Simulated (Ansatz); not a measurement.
Reaction (substitution at a C–O bond): `COC(N)(O)F` + `O[SiH3]` → `NC(O)(F)O[SiH3]` + CH₃OH

Calculated with Ansatz (gas phase, PBE0-D4/def2-TZVP geometries, no zero-point term in ΔE). CCSD(T)/CBS adds triple-zeta CCSD(T) − MP2 to the extrapolated MP2 energy (def2 sets, frozen cores). This one scheme is used for every species. Functionals use def2-TZVPP. B3LYP here is the variant with VWN-RPA as its local correlation; programs differ in this. Each species was taken in one conformer, which may not be the lowest.

| level | ΔE (eV) |
| --- | --- |
| ωB97X-V | 0.14 |
| PBE0 | 0.14 |
| B3LYP | 0.14 |
| CCSD/def2-TZVPP | 0.14 |

Task: What does CCSD(T)/CBS give? (Estimate.)

Result: Ansatz gave: +0.14 eV. The listed levels differ from it by 0.00, 0.00, 0.00, 0.00 eV.

Largest T1 diagnostic among the species: 0.011.

In def2-TZVPP, CCSD(T) changes the Hartree–Fock value by +0.04 eV (the triples alone add +0.01 eV) and MP2 by +0.05 eV.
